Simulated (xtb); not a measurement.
CH9ClN2Si2, SMILES C[Si@@](N)(Cl)[SiH2]N. All values are semi-empirical tight-binding results from xtb (GFN2-xTB unless named), good for trends rather than for accurate numbers. Geometry optimised at GFN2-xTB. The structure was generated by enumeration; whether it is a known compound was not checked. Other conformers were not sampled.

**Question.** Estimate the properties. (The exact figures need the calculation; the answer reports its results.)

**Answer.** 
```
Quantity                                        Result
---------------------------------------  -------------
orbital gap                                    4.28 eV
dipole moment                                   3.86 D
zero-point energy                        66.1 kcal/mol
G − E(el) at 298.15 K (modified RRHO)    42.5 kcal/mol
static polarisability (D4 model)           101.3 bohr³
solvation energy, GFN2-xTB/ALPB(water)   -7.1 kcal/mol
solvation energy, GFN2-xTB/ALPB(hexane)  -6.6 kcal/mol
```
